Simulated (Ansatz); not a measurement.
Consider the ligand exchange at a B–C bond: `[SiH3]B[CH2][SnH3]` + `C[SiH2]O` → `C[SiH2]OB[SiH3]` + `[CH3][SnH3]`.

Gas-phase electronic energies from Ansatz, PBE0-D4/def2-TZVP geometries. CCSD(T)/CBS is the MP2 limit (def2-TZVPP, def2-QZVPP) plus CCSD(T) − MP2 in def2-TZVPP, frozen cores. This one scheme is used for every species. Functionals use def2-TZVPP. Elements past krypton have def2 core potentials. For Sn outer-core shells are correlated without core-valence functions, which leaves a few kJ/mol of doubt a bond. Each species was taken in one conformer, which may not be the lowest.

| species | B97M-V energy (Eh) |
| --- | --- |
| `[SiH3]B[CH2][SnH3]` | -572.09299 |
| `C[SiH2]O` | -406.44768 |
| `C[SiH2]OB[SiH3]` | -722.56768 |
| `[CH3][SnH3]` | -256.01064 |

Task: Work out ΔE.

Result: ΔE = (-722.56768) + (-256.01064) − (-572.09299) − (-406.44768) = -0.03765 Eh = -1.02 eV. CCSD(T)/CBS gives -0.94 eV.

Largest T1 diagnostic among the species: 0.013.

In def2-TZVPP, CCSD(T) changes the Hartree–Fock value by +0.29 eV (the triples alone add +0.04 eV) and MP2 by +0.35 eV. At CCSD(T), def2-SVP lies −0.26 eV from the extrapolated value and def2-TZVPP −0.05 eV.
